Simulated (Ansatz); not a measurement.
Cost and result for the atomization energy of C2H6FGa, SMILES `[CH3][Ga]([CH3])[F]` (10 atoms, 9 bonds).

```xyz
10

C     0.350   -0.707   -1.633
Ga   -0.204    0.458   -0.165
C    -0.156    0.299    1.782
F    -0.912    1.987   -0.720
H     1.390   -1.018   -1.513
H    -0.263   -1.612   -1.651
H     0.239   -0.190   -2.586
H    -0.488    1.228    2.245
H    -0.809   -0.512    2.113
H     0.854    0.067    2.129
```

Total charge 0; spin multiplicity 1. Correlated methods include outer-core shells of Ga, which these sets cover unevenly. Scalar relativity is left out up to krypton. The geometry is a stationary point of PBE0-D4/def2-TZVP. Program: Ansatz. All runs use 4 threads of a server CPU on a shared host. Times are those of one run each, without the atoms' runs, and a repeat can differ threefold. Electronic energies, without spin–orbit coupling; frozen cores. CCSD(T)/CBS adds CCSD(T) − MP2 in def2-TZVPP to the MP2 limit, and its time is that of the two runs behind it. T1 = 0.012. With those shells the extrapolation isn't a true limit. HSE06 is the plane-wave form, built on full-range PBE exchange.

CCSD(T)/CBS is a level of theory with its own doubt, some kJ/mol a heavy atom from the limit and from the frozen cores, so smaller differences don't rank the functionals.

| level | functions | wall time |
| --- | --- | --- |
| LDA (SPW92)/def2-TZVPP | 225 | 0.65 s |
| revPBE-D4/def2-TZVPP | 225 | 1.1 s |
| PBE-D4/def2-TZVPP (with forces) | 225 | 1.2 s |
| BHLYP-D4/def2-TZVPP | 225 | 1.4 s |
| HSE06-D4/def2-TZVPP | 225 | 1.6 s |
| r2SCAN-D4/def2-TZVPP (with forces) | 225 | 2.2 s |
| PBE-QIDH/def2-TZVPP | 225 | 2.4 s |
| B2PLYP/def2-TZVPP | 225 | 2.5 s |
| CCSD(T)/def2-SVP | 104 | 3 s |
| ωB97M-V/def2-TZVPP (with forces) | 225 | 4.6 s |
| MP2/def2-QZVPP | 440 | 11 s |
| CCSD(T)/def2-TZVPP | 225 | 29 s |
| CCSD(T)/CBS(def2) | – | 40 s |

**Question.** What atomization energy does each give, and how far from CCSD(T)/CBS? (An estimate is asked.)

**Answer.** Ansatz gave: 
```csv
level,atomization (kJ/mol),difference from CCSD(T)/CBS,per bond
LDA (SPW92)/def2-TZVPP,4052.6,450.7,50.1
revPBE-D4/def2-TZVPP,3543.8,-58.1,-6.5
PBE-D4/def2-TZVPP (with forces),3627.3,25.4,2.8
BHLYP-D4/def2-TZVPP,3491.4,-110.5,-12.3
HSE06-D4/def2-TZVPP,3583.8,-18.1,-2.0
r2SCAN-D4/def2-TZVPP (with forces),3600.9,-1.0,-0.1
PBE-QIDH/def2-TZVPP,3580.5,-21.4,-2.4
B2PLYP/def2-TZVPP,3555.4,-46.5,-5.2
CCSD(T)/def2-SVP,3431.0,-170.9,-19.0
ωB97M-V/def2-TZVPP (with forces),3585.8,-16.1,-1.8
MP2/def2-QZVPP,3621.8,19.9,2.2
CCSD(T)/def2-TZVPP,3531.7,-70.2,-7.8
CCSD(T)/CBS(def2),3601.9,0.0,0.0
```

At CCSD(T), def2-SVP lies −170.9 kJ/mol from the extrapolated value and def2-TZVPP −70.2 kJ/mol: correlation converges slowly with the basis, and small sets miss more of it in the bonded molecule than in its fragments. From BLYP to BHLYP (50 % exact exchange), in def2-TZVPP and without D4, the atomization energy moves by −49.3 kJ/mol: exact exchange takes away binding that semilocal exchange gives to molecules. The D4 term adds +24.5 kJ/mol with B3LYP and +12.8 kJ/mol with PBE0; it sums over pairs of atoms, weighted by their polarisabilities, and B3LYP, whose exchange is more repulsive, gets the larger term.

B3LYP here is the variant with VWN-RPA as its local correlation; programs differ in this.
